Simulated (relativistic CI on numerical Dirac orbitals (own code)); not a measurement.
## One change at a time: Nd58+

Base calculation: Dirac-Coulomb-Breit CI, orbitals from a KLI potential per configuration, model QED (radiative potential, 1s self-energy scaled to tabulated hydrogen-like ionisation energies), unscaled Slater integrals.

Configurations in the expansion: 1s², 1s2s, 1s2p, 1s3s, 1s3p, 1s3d, 1s4s, 1s4p, 1s4d, 1s4f, 1s5s, 1s5p, 1s5d, 1s5f, 1s5g, 1s6s, 1s6p, 1s6d, 2s². Levels of other configurations are missing.

Variants: (1) configuration mixing switched off. Shifts of the energy above 1s² ¹S0, in eV, for the lowest level and the first level of each name with at least 55 % of one term (blank where a level changes its place among those of its configuration and J or its character, or is not in the variant):

```csv
Level,Base,Δ(1)
1s² ¹S0,0.0,0.0
1s2s ³S1,37616.9,-0.2
1s2p ³P°1,37705.2,-0.2
1s2p ³P°0,37718.0,-0.2
1s2s ¹S0,37719.0,+0.1
1s2p ³P°2,38322.5,-0.2
1s2p ¹P°1,38362.2,-0.1
1s3s ³S1,44773.4,-0.2
1s3p ³P°1,44797.3,-0.2
1s3s ¹S0,44800.6,-0.4
1s3p ³P°0,44800.7,-0.2
1s3p ³P°2,44980.9,-0.2
1s3d ³D2,44989.8,-0.2
1s3d ³D1,44992.0,-0.2
1s3p ¹P°1,44992.4,-0.2
1s3d ³D3,45046.0,-0.2
1s3d ¹D2,45047.8,-0.2
1s4s ³S1,47241.5,-0.2
1s4p ³P°1,47251.3,-0.2
1s4s ¹S0,47252.6,-0.3
1s4p ³P°0,47252.6,-0.2
1s4p ³P°2,47328.4,-0.2
```

At this charge energies of transitions that change n are usually good to better than 1 %, and those within a shell (Δn = 0) to a few per cent.

Ionisation energy from the two ground configurations alone: base 50336.4 eV. The NIST ASD value (theoretical) is 50339.6 eV.

LS names give the leading component of a level, which can be under half, so a name can repeat, a term be missing and a line seem to break the LS rules.
